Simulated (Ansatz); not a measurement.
Ansatz (a quantum-chemistry and plane-wave program) input for Se(F)(Et) (C₂H₅FSe), SMILES CC[Se]F, PBE/def2-SVPD. Coordinates come from a PBE0-D3(BJ)/def2-SVP optimisation. The structure was generated by enumeration, and PubChem lists no compound with its InChIKey, so it may never have been made. Other conformers were not sampled.

Ansatz 0.2 input:
```yaml
crystal:
  periodic: [false, false, false]
  atoms:
    - {symbol: Se, position_ang: [0.09421853, 0.24774784, 0.70576176]}
    - {symbol: F, position_ang: [1.31501617, 0.82778447, -0.44711767]}
    - {symbol: C, position_ang: [-0.57373723, -1.15536439, -0.44535800]}
    - {symbol: C, position_ang: [-1.12081814, -0.64473111, -1.76243478]}
    - {symbol: H, position_ang: [-1.34590297, -1.64833555, 0.17125159]}
    - {symbol: H, position_ang: [0.24113529, -1.88110742, -0.58784797]}
    - {symbol: H, position_ang: [-0.34505412, -0.08368938, -2.30284238]}
    - {symbol: H, position_ang: [-1.97932882, 0.02486598, -1.60691826]}
    - {symbol: H, position_ang: [-1.44209269, -1.48464742, -2.39872704]}
basis:
  gaussian:
    orbitals: def2-SVPD
hamiltonian:
  xc: {name: PBE}
```

It prints:

```
WARN ansatz: RAYON_NUM_THREADS=1 ignored (pool sized by the plan → 1); use --threads N
Functional definition: PBE
integrals: 0.08 GiB planned
1294 factors; their error is unknown
mean field: 0.52 GiB planned
mean field evaluation 1: about -70184.8797 eV, gradient 6.7e1 eV
mean field evaluation 2: about -70148.3132 eV, gradient 1.4e2 eV
mean field evaluation 4: about -70194.6248 eV, gradient 1.6e1 eV
mean field evaluation 8: about -70195.0973 eV, gradient 2.2e-1 eV
mean field evaluation 16: about -70195.0496 eV, gradient 1.2e-4 eV
mean field -70195.04964967 eV, -2579.6204947119 hartree, gradient 2.8e-5 eV, S^2 0.000000; 0 other end points of the search recorded, 0 dependent functions left out
reference -70195.04970610 eV, -2579.6204967857 hartree; 30, 30 occupied and 114, 114 virtual orbitals, 1294 factors
Total energy: -70195.04970610 eV, -2579.6204967857 hartree
```

The run converged.
